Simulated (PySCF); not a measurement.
# How the method changes the shape and vibrations of AlGeH2O2 anion

Calculated results; nothing here was measured. The program is PySCF 2.14.0, an open-source quantum chemistry code, run on an isolated molecule that a program drew, which may never have been made. The molecule is AlGeH2O2 anion (charge -1, singlet), drawn as the SMILES string `[O]=[Al][GeH2][O-]`.

The geometry was optimised and harmonic frequencies were computed with HF and MP2, all in the aug-cc-pV(D+d)Z basis, for the commonest isotopes, with a restricted reference for singlets and an unrestricted one otherwise, and a frozen core in MP2. Germanium has the aug-cc-pVDZ-PP basis, with a core potential (ECP10MDF) in place of its 10 inner electrons, and its 3s, 3p and 3d shells are frozen in MP2. Each result is a local minimum of its method.

Geometry at the HF minimum:
```xyz
6
AlGeH2O2 anion, angstrom
O    -0.6760    0.2703   -4.6491
Al   -0.7080    0.1839   -3.0568
Ge   -0.7657    0.0047   -0.4588
O    -0.5568    1.5190    0.2333
H    -2.1186   -0.7374   -0.2213
H     0.3177   -1.0871   -0.1913
```

Lengths of the bonds as drawn, in Å (atoms numbered as above):
```
   bond     HF    MP2
 O1-Al2  1.595  1.656
Al2-Ge3  2.605  2.609
 Ge3-O4  1.678  1.724
 Ge3-H5  1.561  1.571
 Ge3-H6  1.561  1.571
```

Rotational constants, in GHz:
```
constant     HF    MP2
       A  14.02  13.21
       B  1.413  1.384
       C  1.304  1.272
```

Harmonic frequencies in cm^-1, each column in rising order, so a row needn't be the same motion in every method:
```
rank    HF   MP2
   1    99    81
   2   148   119
   3   199   175
   4   236   220
   5   468   431
   6   708   649
   7   792   727
   8   893   832
   9   955   892
  10  1129     ?
  11  2017  1960
  12  2069  1995
```

**Estimate the missing MP2 frequency from the HF column.**

A single factor s that minimises the squared misfit of MP2 against s times HF over the other rows is sum(HF x MP2) / sum(HF^2) = 0.9560, with an rms misfit of 22 cm^-1. For rank 10 it gives 0.9560 x 1129 = 1079 cm^-1. The calculation gives 959 cm^-1, 120 cm^-1 below the estimate. The drawn bonds are on average 1.6 % longer in MP2 than in HF.
